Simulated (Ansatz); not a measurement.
The same hydrolysis along the group F, Cl, Br.

Computed with Ansatz on PBE0-D4/def2-TZVP structures; ΔE is electronic, products minus reactants. CCSD(T)/CBS is the MP2 limit (def2-TZVPP, def2-QZVPP) plus CCSD(T) − MP2 in def2-TZVPP, frozen cores. This one scheme is used for every species. DFT in def2-TZVPP. Elements past krypton have def2 core potentials. For Br, Sn outer-core shells are correlated without core-valence functions, which leaves a few kJ/mol of doubt a bond. Scalar relativity is left out up to krypton. One conformer a species, not always the lowest.

| reaction | HF/CBS(def2) (kJ/mol) | ωB97M-V (kJ/mol) | CCSD/CBS(def2) (kJ/mol) | B2PLYP (kJ/mol) | CCSD(T)/CBS(def2) (kJ/mol) |
| --- | --- | --- | --- | --- | --- |
| `[NH2][SnH2][F]` + H₂O → `[NH2][SnH2][OH]` + H–F | 60 | 54 | 49 | 53 | 48 |
| `[NH2][SnH2][Cl]` + H₂O → `[NH2][SnH2][OH]` + HCl | 91 | 85 | 85 | 82 | 84 |
| `[NH2][SnH2][Br]` + H₂O → `[NH2][SnH2][OH]` + HBr | 98 | 89 | 93 | 86 | 91 |

Largest T1 diagnostic: 0.013, for `[NH2][SnH2][F]`.
